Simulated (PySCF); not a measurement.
Relaxation of quartet In3

Computed with UPBE0/[In def2-TZVP with ECP28], scalar-relativistic core potentials, density fitting, no spin–orbit coupling, PySCF. A (50,194) grid was used.

A hand-made obtuse triangle start, of C2v symmetry, held to at least that symmetry:

```xyz
3
charge 0 multiplicity 4, angstrom
In    0.0000   -1.1360    0.0000
In    2.2152    0.5680    0.0000
In   -2.2152    0.5680    0.0000
```

Optimiser trace:
| step | E − E(last) (kJ/mol) | largest gradient (Eh/bohr) |
| --- | --- | --- |
| 0 | 15.86 | 0.01031 |
| 1 | 13.66 | 0.00741 |
| 2 | 10.46 | 0.00177 |
| 3 | 9.69 | 0.00305 |
| 4 | 7.85 | 0.00579 |
| 5 | 6.48 | 0.00721 |
| 6 | 1.17 | 0.00490 |
| 7 | 0.22 | 0.00258 |
| 8 | 0.01 | 0.00038 |
| 9 | 0.00 | 0.00009 |

It ends at C2v with In–In 2.928 Å (×2), In–In 3.517 Å; In–In–In 53.1° (×2), In–In–In 73.8° (after a last refinement on a finer grid). A frequency run shows a minimum. Other isomers or separated fragments may lie lower.

Spin–orbit coupling, left out here, can matter for elements this heavy.

The relaxation took 48 s on 4 threads of a shared Arm Neoverse V1 host, with 150 basis functions and 10 gradients; the process peaked at 0.78 GiB.
